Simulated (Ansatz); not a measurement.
Input file for Ansatz (an electronic-structure program): U-CCSD(T)/cc-pV(T+d)Z on F (SMILES [F]). The basis file is the Basis Set Exchange's JSON of that set.

Ansatz 0.2 input:
```yaml
crystal:
  periodic: [false, false, false]
  atoms:
    - {symbol: F, position_ang: [0.00000000, 0.00000000, 0.00000000]}
basis:
  gaussian:
    orbitals: cc-pV_T+d_Z.json
magnetization: {spin_polarized: true, initial_magnetization: 1}
correlation: {method: ccsd_t, electrons: outside_noble_gas}
scf: {omitted_lower_state_checks: [cluster_reference]}
```

The log:

```
WARN ansatz: RAYON_NUM_THREADS=4 ignored (pool sized by the plan → 4); use --threads N
Functional definition: HF
these checks for a lower state are left out or cut short: cluster_reference
integrals: 0.01 GiB planned
185 factors; integrals over basis functions are off by at most 2.5e-4 eV
mean field: 0.05 GiB planned
mean field evaluation 1: about -2704.7552 eV, gradient 9.0e0 eV
mean field evaluation 2: about -2704.7557 eV, gradient 9.0e0 eV
mean field evaluation 4: about -2704.9590 eV, gradient 9.3e-1 eV
mean field evaluation 8: about -2704.9621 eV, gradient 9.1e-4 eV
mean field evaluation 16: about -2704.9621 eV, gradient 1.1e-5 eV
mean field -2704.96213149 eV, -99.4055248430 hartree, gradient 3.6e-6 eV, S^2 0.753414; 3 other end points of the search recorded, 0 dependent functions left out
1 core orbitals not correlated
reference -2704.96213149 eV, -99.4055248430 hartree; 4, 3 occupied and 25, 26 virtual orbitals, 185 factors
second order -5.43778377 eV of doubles, -0.00000000 eV of singles
coupled cluster: 0.06 GiB planned
cycle   1  -5.66481536 eV  change   -2.3e-1 eV  update   2.3e-2
cycle   2  -5.74147716 eV  change   -7.7e-2 eV  update   6.7e-3
cycle   3  -5.74859132 eV  change   -7.1e-3 eV  update   2.3e-3
cycle   4  -5.74777112 eV  change    8.2e-4 eV  update   8.4e-4
cycle   5  -5.74829468 eV  change   -5.2e-4 eV  update   2.0e-4
cycle   6  -5.74827830 eV  change    1.6e-5 eV  update   3.8e-5
cycle   7  -5.74828152 eV  change   -3.2e-6 eV  update   8.4e-6
perturbative correction -0.09769022 eV, -0.0035900495 hartree
Total energy: -2710.80810323 eV, -99.6203603419 hartree
Checks for a lower state left out: cluster_reference
```

The calculation finished and met its thresholds.

Cost: about 1.4 core-seconds (a rough figure).
